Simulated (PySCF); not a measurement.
Species: C₆H₁₄NP.
Numbering: `[CH3:1][P:2]1(=[NH:3])[CH2:4][CH2:5][CH2:6][CH2:7][CH2:8]1` (hydrogens: H9, H10, H11 on C1; H12 on N3; H13, H14 on C4; H15, H16 on C5; H17, H18 on C6; H19, H20 on C7; H21, H22 on C8)

Computed, not measured: PySCF 2.14.0, PBE0/def2-SV(P) geometry optimisation, gas phase.

Give the optimised bond lengths and angles.

```tsv
bond	length (Å)
C1–P2	1.835
P2=N3	1.575
P2–C4	1.847
C4–C5, C7–C8	1.531
C5–C6, C6–C7	1.530
P2–C8	1.822
C1–H9, C1–H10, C1–H11	1.104
N3–H12	1.020
C4–H13, C8–H21	1.104
C4–H14, C8–H22	1.106
C5–H15, C7–H19	1.105
C5–H16, C7–H20	1.105
C6–H17	1.104
C6–H18	1.108
```

Bonds in one row agree within 0.01 Å and their mean is given. A selection of angles:
```tsv
angle	degrees
C1–P2–N3	118.8
C1–P2–C4	103.8
C1–P2–C8	106.4
N3–P2–C4	118.0
N3–P2–C8	107.2
C4–P2–C8	100.5
P2–C4–C5	109.2
C4–C5–C6	112.9
C5–C6–C7	113.8
H12–N3–P2	116.1
```

Torsions: C1–P2–C4–C5 165° (antiperiplanar); P2–C4–C5–C6 -61° (synclinal); C4–C5–C6–C7 61° (synclinal); C5–C6–C7–C8 -61° (synclinal); C6–C7–C8–P2 60° (synclinal); C1–P2–C8–C7 -163° (antiperiplanar); H12–N3–P2–C1 63° (synclinal). The mirror-image conformer, all signs reversed, is as good.

The 3 C–P bonds span 1.822 Å (P2–C8, drawn single) to 1.847 Å (P2–C4, drawn single), a spread of 0.025 Å. The 6-membered ring P2–C4–C5–C6–C7–C8 has internal angles of 100.5° to 113.8° (sum 660°, against 720° for a flat polygon); it is puckered, 0.27 Å rms from its mean plane, widest ring torsion 61°. Of the pairs four or more bonds apart, N3···H19 is among the closest relative to their van der Waals radii: 2.87 Å, 104 % of the sum of Bondi's values. N3 (nitrogen bonded to P and H) is bent (angle 116.1°). All 4 C–C bonds measure 1.530 to 1.531 Å. P2 (phosphorus bonded to 3 C and N) is distorted tetrahedral (angles from 100.5° to 118.8°).

Point group: C1 (no symmetry element, even within 0.4 Å). No frequency check. One conformer, not necessarily the lowest.

Hardware: one thread of an Arm Neoverse N1, on a shared host. Cost: 60 s of wall time, 0.64 GiB resident at most. This is the geometry optimisation.
